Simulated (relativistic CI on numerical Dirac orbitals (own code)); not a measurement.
Line list: Forbidden lines, Os21+

These numbers are calculated, not measured: Dirac-Coulomb-Breit CI, KLI orbitals optimised for each configuration, model QED, unscaled Slater integrals (own radial code, finite nucleus).

Configurations in the expansion (outside the closed core [Ar] 3d10): 4s2 4p6 4d10 4f9, 4s2 4p6 4d10 4f8 5s, 4s2 4p6 4d10 4f7 5s2, 4s2 4p6 4d10 4f8 5p, 4s2 4p6 4d10 4f7 5s 5p, 4s2 4p6 4d8 4f11, 4s2 4p5 4d10 4f10, 4s2 4p6 4d10 4f8 6s, 4p6 4d10 4f11. Levels of other configurations are missing.

| λ vac (nm) | Lower | Upper | Type | A (s⁻¹) | gf | Branching (%) |
| --- | --- | --- | --- | --- | --- | --- |
| 141.88 | 4s2 4p6 4d10 4f9 6H°_15/2 [1] | 4s2 4p6 4d10 4f9 4M°_15/2 [25] | M1 | 1.42e+02 | 6.84e-07 | 22.7 |
| 165.76 | 4s2 4p6 4d10 4f9 6H°_15/2 [1] | 4s2 4p6 4d10 4f9 4I°_13/2 [20] | M1 | 1.37e+02 | 7.89e-07 | 24.2 |
| 179.21 | 4s2 4p6 4d10 4f9 6H°_15/2 [1] | 4s2 4p6 4d10 4f9 4K°_17/2 [16] | M1 | 4.31e+01 | 3.73e-07 | 69.6 |
| 184.07 | 4s2 4p6 4d10 4f9 6H°_13/2 [2] | 4s2 4p6 4d10 4f9 4M°_15/2 [25] | M1 | 2.67e+01 | 2.17e-07 | 4.3 |
| 185.56 | 4s2 4p6 4d10 4f9 6F°_11/2 [3] | 4s2 4p6 4d10 4f9 4I°_9/2 [26] | M1 | 7.87e+01 | 4.06e-07 | 43.3 |
| 190.37 | 4s2 4p6 4d10 4f9 6F°_9/2 [4] | 4s2 4p6 4d10 4f9 4I°_9/2 [26] | M1 | 2.80e+01 | 1.52e-07 | 15.4 |
| 196.25 | 4s2 4p6 4d10 4f9 6F°_11/2 [3] | 4s2 4p6 4d10 4f9 4I°_9/2 [24] | M1 | 5.89e+01 | 3.40e-07 | 12.4 |
| 199.55 | 4s2 4p6 4d10 4f9 6H°_13/2 [2] | 4s2 4p6 4d10 4f9 4I°_11/2 [23] | M1 | 1.53e+01 | 1.10e-07 | 4.1 |
| 201.64 | 4s2 4p6 4d10 4f9 6F°_9/2 [4] | 4s2 4p6 4d10 4f9 4I°_9/2 [24] | M1 | 2.62e+02 | 1.60e-06 | 55.0 |
| 213.19 | 4s2 4p6 4d10 4f9 6F°_11/2 [3] | 4s2 4p6 4d10 4f9 4I°_11/2 [23] | M1 | 2.58e+02 | 2.11e-06 | 68.8 |
| 226.38 | 4s2 4p6 4d10 4f9 6H°_13/2 [2] | 4s2 4p6 4d10 4f9 4I°_13/2 [20] | M1 | 2.58e+02 | 2.77e-06 | 45.5 |
| 226.96 | 4s2 4p6 4d10 4f9 6H°_9/2 [6] | 4s2 4p6 4d10 4f9 2F°_7/2 [28] | M1 | 2.96e+02 | 1.83e-06 | 39.0 |
| 228.78 | 4s2 4p6 4d10 4f9 6H°_15/2 [1] | 4s2 4p6 4d10 4f9 2K°_15/2 [13] | M1 | 5.49e+02 | 6.90e-06 | 94.8 |
| 231.04 | 4s2 4p6 4d10 4f9 6H°_9/2 [6] | 4s2 4p6 4d10 4f9 4I°_9/2 [26] | M1 | 3.46e+01 | 2.77e-07 | 19.1 |
| 240.64 | 4s2 4p6 4d10 4f9 6F°_9/2 [4] | 4s2 4p6 4d10 4f9 4D°_7/2 [21] | M1 | 5.24e+01 | 3.64e-07 | 13.0 |
| 244.07 | 4s2 4p6 4d10 4f9 6F°_7/2 [7] | 4s2 4p6 4d10 4f9 2F°_7/2 [28] | M1 | 8.61e+01 | 6.15e-07 | 11.4 |
| 244.09 | 4s2 4p6 4d10 4f9 6F°_11/2 [3] | 4s2 4p6 4d10 4f9 4I°_13/2 [20] | M1 | 3.13e+01 | 3.91e-07 | 5.5 |
| 246.50 | 4s2 4p6 4d10 4f9 6F°_7/2 [7] | 4s2 4p6 4d10 4f9 4D°_5/2 [27] | M1 | 6.28e+02 | 3.43e-06 | 77.1 |
| 247.85 | 4s2 4p6 4d10 4f9 6H°_9/2 [6] | 4s2 4p6 4d10 4f9 4I°_9/2 [24] | M1 | 4.07e+01 | 3.75e-07 | 8.5 |
| 258.70 | 4s2 4p6 4d10 4f9 6H°_7/2 [8] | 4s2 4p6 4d10 4f9 4D°_5/2 [27] | M1 | 7.39e+01 | 4.45e-07 | 9.1 |
| 263.39 | 4s2 4p6 4d10 4f9 6H°_13/2 [2] | 4s2 4p6 4d10 4f9 4G°_11/2 [15] | M1 | 8.75e+02 | 1.09e-05 | 85.6 |
| 275.49 | 4s2 4p6 4d10 4f9 6H°_9/2 [6] | 4s2 4p6 4d10 4f9 4I°_11/2 [23] | M1 | 7.05e+01 | 9.63e-07 | 18.8 |
| 282.93 | 4s2 4p6 4d10 4f9 6H°_7/2 [8] | 4s2 4p6 4d10 4f9 4I°_9/2 [24] | M1 | 3.98e+01 | 4.78e-07 | 8.4 |
| 292.67 | 4s2 4p6 4d10 4f9 6H°_11/2 [5] | 4s2 4p6 4d10 4f9 4I°_13/2 [20] | M1 | 3.23e+01 | 5.80e-07 | 5.7 |
| 293.33 | 4s2 4p6 4d10 4f9 6F°_5/2 [11] | 4s2 4p6 4d10 4f9 2F°_7/2 [28] | M1 | 1.84e+02 | 1.90e-06 | 24.2 |
| 299.39 | 4s2 4p6 4d10 4f9 6F°_9/2 [4] | 4s2 4p6 4d10 4f9 4G°_11/2 [15] | M1 | 3.74e+01 | 6.03e-07 | 3.7 |
| 309.51 | 4s2 4p6 4d10 4f9 6H°_9/2 [6] | 4s2 4p6 4d10 4f9 4D°_7/2 [21] | M1 | 1.59e+02 | 1.82e-06 | 39.4 |
| 321.40 | 4s2 4p6 4d10 4f9 6F°_9/2 [4] | 4s2 4p6 4d10 4f9 6F°_9/2 [14] | M1 | 3.49e+01 | 5.40e-07 | 5.0 |
| 357.62 | 4s2 4p6 4d10 4f9 6H°_11/2 [5] | 4s2 4p6 4d10 4f9 4G°_11/2 [15] | M1 | 3.24e+01 | 7.45e-07 | 3.2 |
| 362.91 | 4s2 4p6 4d10 4f9 6H°_13/2 [2] | 4s2 4p6 4d10 4f9 2K°_15/2 [13] | M1 | 3.04e+01 | 9.60e-07 | 5.2 |
| 366.20 | 4s2 4p6 4d10 4f9 6H°_7/2 [8] | 4s2 4p6 4d10 4f9 4D°_7/2 [21] | M1 | 1.07e+02 | 1.72e-06 | 26.4 |
| 373.51 | 4s2 4p6 4d10 4f9 2K°_15/2 [13] | 4s2 4p6 4d10 4f9 4M°_15/2 [25] | M1 | 4.31e+02 | 1.44e-05 | 68.9 |
| 389.48 | 4s2 4p6 4d10 4f9 6H°_11/2 [5] | 4s2 4p6 4d10 4f9 6F°_9/2 [14] | M1 | 5.12e+02 | 1.16e-05 | 73.0 |
| 410.59 | 4s2 4p6 4d10 4f9 6H°_5/2 [10] | 4s2 4p6 4d10 4f9 4P°_5/2 [22] | M1 | 6.39e+01 | 9.69e-07 | 42.2 |
| 412.94 | 4s2 4p6 4d10 4f9 6H°_5/2 [10] | 4s2 4p6 4d10 4f9 4D°_7/2 [21] | M1 | 5.41e+01 | 1.11e-06 | 13.4 |
| 414.01 | 4s2 4p6 4d10 4f9 6H°_9/2 [6] | 4s2 4p6 4d10 4f9 4G°_11/2 [15] | M1 | 6.37e+01 | 1.96e-06 | 6.2 |
| 450.57 | 4s2 4p6 4d10 4f9 6F°_9/2 [14] | 4s2 4p6 4d10 4f9 2F°_7/2 [28] | M1 | 1.43e+02 | 3.48e-06 | 18.8 |
| 457.32 | 4s2 4p6 4d10 4f9 6H°_9/2 [6] | 4s2 4p6 4d10 4f9 6F°_9/2 [14] | M1 | 5.79e+01 | 1.81e-06 | 8.3 |
| 504.21 | 4s2 4p6 4d10 4f9 6F°_5/2 [11] | 4s2 4p6 4d10 4f9 6F°_3/2 [19] | M1 | 2.36e+02 | 3.60e-06 | 61.8 |
| 532.57 | 4s2 4p6 4d10 4f9 6F°_7/2 [7] | 4s2 4p6 4d10 4f9 6F°_9/2 [14] | M1 | 8.03e+01 | 3.42e-06 | 11.5 |
| 601.75 | 4s2 4p6 4d10 4f9 2K°_15/2 [13] | 4s2 4p6 4d10 4f9 4I°_13/2 [20] | M1 | 1.08e+02 | 8.24e-06 | 19.1 |
| 618.97 | 4s2 4p6 4d10 4f9 6H°_15/2 [1] | 4s2 4p6 4d10 4f9 6H°_13/2 [2] | M1 | 1.98e+02 | 1.59e-05 | 100.0 |
| 810.59 | 4s2 4p6 4d10 4f9 6F°_9/2 [4] | 4s2 4p6 4d10 4f9 6F°_7/2 [7] | M1 | 1.10e+02 | 8.71e-06 | 99.9 |
| 942.60 | 4s2 4p6 4d10 4f9 6F°_11/2 [3] | 4s2 4p6 4d10 4f9 6H°_9/2 [6] | M1 | 7.34e+01 | 9.78e-06 | 91.7 |
| 999.53 | 4s2 4p6 4d10 4f9 6H°_13/2 [2] | 4s2 4p6 4d10 4f9 6H°_11/2 [5] | M1 | 4.47e+01 | 8.03e-06 | 85.7 |

Terms are leading LS components. Brackets give the number of a level in order of energy, since labels repeat. The list gives strong lines, with weight on those to low levels, among the lowest 400 of 9460 levels, so that lines to higher ones, which can be the strongest, are missing. Levels whose partners in the same complex of configurations lie outside the list can be far off, and so can their lines. Rates are taken at the computed energies, electric ones in the length gauge.

At this charge energies of transitions that change n are usually good to better than 1 %, and those within a shell (Δn = 0) to a few per cent. Terms inside the open d or f shell come out 10 to 20 % too wide with unscaled integrals.

LS names give the leading component of a level, which can be under half, so a name can repeat, a term be missing and a line seem to break the LS rules.
